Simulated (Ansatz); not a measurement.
Mg₅Zn⁻: single points at one geometry.

```yaml
crystal:
  periodic: [false, false, false]
  atoms:
    - {symbol: Mg, position_ang: [1.925635, -0.965545, -1.738351]}
    - {symbol: Mg, position_ang: [-0.494514, 1.908317, 1.950543]}
    - {symbol: Mg, position_ang: [-0.988706, -1.963714, -1.381464]}
    - {symbol: Mg, position_ang: [-2.441585, -0.214129, 0.809240]}
    - {symbol: Mg, position_ang: [1.619586, 1.779738, -0.315402]}
    - {symbol: Zn, position_ang: [0.379583, -0.544678, 0.675444]}
basis:
  gaussian: {orbitals: def2-TZVPD, initial_orbitals: start.molden}
total_charge: -1
magnetization: {spin_polarized: true, initial_magnetization: 1}
hamiltonian: {xc: {name: wB97X-V}}
scf: {omitted_lower_state_checks: [starts]}
output: {orbitals: {seedname: orbitals}}
```

The file start.molden holds the orbitals of an earlier run on this structure, at another level or in another basis.

```sh
$ ansatz run in.yaml --threads 4 --pin off --events-out ev --progress --plain --max-ram 4787MiB
```

It prints (some lines left out):

```
Functional definition: wB97X-V
2062 factors; their error is unknown
686 factors; integrals over basis functions are off by at most 2.8e-5 eV
the host lacks memory for fits, so the integrals are decomposed
1959 factors; integrals over basis functions are off by at most 3.4e-4 eV
686 factors; integrals over basis functions are off by at most 2.8e-5 eV
mean field evaluation 1: about -75632.0424 eV, gradient 2.5e0 eV
mean field evaluation 2: about -75632.1569 eV, gradient 1.6e-1 eV
mean field evaluation 4: about -75632.2521 eV, gradient 5.9e-3 eV
mean field evaluation 8: about -75632.2521 eV, gradient 7.5e-5 eV
mean field -75632.25208683 eV, -2779.4339988093 hartree, gradient 1.2e-5 eV, S^2 0.763760; 0 other end points of the search recorded, 0 dependent functions left out
reference -75632.25208541 eV, -2779.4339987572 hartree; 46, 45 occupied and 180, 181 virtual orbitals, 1959 factors
Total energy: -75632.25208541 eV, -2779.4339987572 hartree
Checks for a lower state left out: starts
```

Hardware: 4 threads of INTEL XEON PLATINUM 8581C on a shared host. Wall time 29 s, peak host memory 1.7 GiB.

As the first input, with `hamiltonian: {xc: pbe}`, `output: {forces: true, orbitals: {seedname: orbitals}}` (abridged; 5.5 s):

```
Functional definition: PBE
mean field -75619.81832792 eV, -2778.9770665971 hartree, gradient 1.8e-5 eV, S^2 0.758769
Total energy: -75619.81837373 eV, -2778.9770682808 hartree
Atom 0 force    -0.001851     0.003643     0.007747 eV/Å
Atom 1 force     0.004799    -0.006786    -0.002009 eV/Å
Atom 2 force    -0.003127    -0.003033     0.002106 eV/Å
Atom 3 force    -0.007087    -0.003879    -0.000131 eV/Å
Atom 4 force     0.007351     0.004092    -0.001962 eV/Å
Atom 5 force    -0.000084     0.005962    -0.005751 eV/Å
Dipole moment:     0.040342    -0.056080     0.071216 e Å
Checks for a lower state left out: starts
```

First input, but with `hamiltonian: {xc: {name: B97M-V}}` (abridged; 16 s):

```
Functional definition: B97M-V
mean field -75627.33639494 eV, -2779.2533504642 hartree, gradient 2.5e-5 eV, S^2 0.761684
Total energy: -75627.33646044 eV, -2779.2533528712 hartree
Checks for a lower state left out: starts
```

As the first input, with `hamiltonian: {xc: r2scan}` (abridged; 31 s):

```
Functional definition: r2SCAN
mean field evaluation 16: about -75639.1916 eV, gradient 1.2e-5 eV
mean field -75639.19156524 eV, -2779.6890199372 hartree, gradient 7.5e-6 eV, S^2 0.791654
Total energy: -75639.19161738 eV, -2779.6890218530 hartree
Checks for a lower state left out: starts
```

As the first input, with `hamiltonian: {xc: pbe0}` (abridged; 19 s):

```
Functional definition: PBE0
mean field -75622.32429080 eV, -2779.0691590343 hartree, gradient 2.1e-5 eV, S^2 0.764276
Total energy: -75622.32432560 eV, -2779.0691603132 hartree
Checks for a lower state left out: starts
```

The first input with `gaussian: {orbitals: def2-SVPD, initial_orbitals: start.molden}`, `correlation: {method: ccsd_t, frozen_orbitals: {Mg: 1, Zn: 9}}`, `scf: {omitted_lower_state_checks: [starts, cluster_reference]}` and without the key `hamiltonian` (abridged; 2.7 min):

```
Functional definition: HF
mean field evaluation 16: about -75517.8301 eV, gradient 1.5e-1 eV
mean field evaluation 32: about -75517.8987 eV, gradient 2.4e-1 eV
mean field -75517.90905130 eV, -2775.2319697581 hartree, gradient 5.8e-7 eV, S^2 2.505977
14 core orbitals not correlated: weight in the atoms' cores, before any rotation towards them, 1.000 or more for the frozen orbitals, at most 0.000 for the correlated occupied ones
second order -13.93386855 eV of doubles, -0.00000000 eV of singles
cycle   1  -13.32220760 eV  change    6.1e-1 eV  update   2.1e-1
cycle   2  -14.05929997 eV  change   -7.4e-1 eV  update   1.0e-1
cycle   3  -14.31905931 eV  change   -2.6e-1 eV  update   8.7e-2
cycle   4  -14.42128414 eV  change   -1.0e-1 eV  update   5.7e-2
cycle   5  -14.52619023 eV  change   -1.0e-1 eV  update   3.8e-2
cycle   6  -14.58971187 eV  change   -6.4e-2 eV  update   2.0e-2
cycle   7  -14.59310845 eV  change   -3.4e-3 eV  update   1.1e-2
cycle   8  -14.59832678 eV  change   -5.2e-3 eV  update   6.4e-3
cycle   9  -14.60856239 eV  change   -1.0e-2 eV  update   4.0e-3
cycle  10  -14.60583862 eV  change    2.7e-3 eV  update   2.5e-3
cycle  11  -14.60695474 eV  change   -1.1e-3 eV  update   1.6e-3
cycle  12  -14.60799334 eV  change   -1.0e-3 eV  update   1.0e-3
cycle  13  -14.60734278 eV  change    6.5e-4 eV  update   6.5e-4
cycle  14  -14.60753799 eV  change   -2.0e-4 eV  update   4.0e-4
cycle  15  -14.60758127 eV  change   -4.3e-5 eV  update   2.7e-4
cycle  16  -14.60753865 eV  change    4.3e-5 eV  update   1.9e-4
cycle  17  -14.60775216 eV  change   -2.1e-4 eV  update   1.3e-4
cycle  18  -14.60784377 eV  change   -9.2e-5 eV  update   7.5e-5
cycle  19  -14.60785248 eV  change   -8.7e-6 eV  update   4.6e-5
perturbative correction -1.13571098 eV, -0.0417366086 hartree
Total energy: -75533.65261476 eV, -2775.8105350438 hartree
Checks for a lower state left out: starts, cluster_reference
```

First input, but with `correlation: {method: mp2, frozen_orbitals: {Mg: 1, Zn: 9}}` and without the key `hamiltonian` (abridged; 29 s):

```
Functional definition: HF
mean field evaluation 16: about -75534.0340 eV, gradient 3.3e-2 eV
mean field evaluation 32: about -75534.0927 eV, gradient 5.1e-3 eV
mean field -75534.09266162 eV, -2775.8267064677 hartree, gradient 2.7e-6 eV, S^2 2.396373
14 core orbitals not correlated: weight in the atoms' cores, before any rotation towards them, 1.000 or more for the frozen orbitals, at most 0.000 for the correlated occupied ones
second order -38.62399679 eV of doubles, -0.00000000 eV of singles
Total energy: -75572.71665841 eV, -2777.2461121694 hartree
Checks for a lower state left out: starts
```

Geometry: PBE/def2-SVPD.

Correlated methods freeze 14 core orbitals; core or outer-core shells of Mg are correlated, in sets that lack core-valence functions. At CCSD(T)/def2-SVPD T1 of the charge -1 doublet is large (up to 0.063), so the single-reference result is doubtful. At CCSD(T)/def2-SVPD, MP2/def2-TZVPD the charge -1 doublet is spin-contaminated (final ⟨S²⟩ up to 2.51, 0.75 for a pure state). Another isomer (doublet) lies 0.04 eV lower at PBE0/def2-TZVPD; other spin states weren't run for this one.
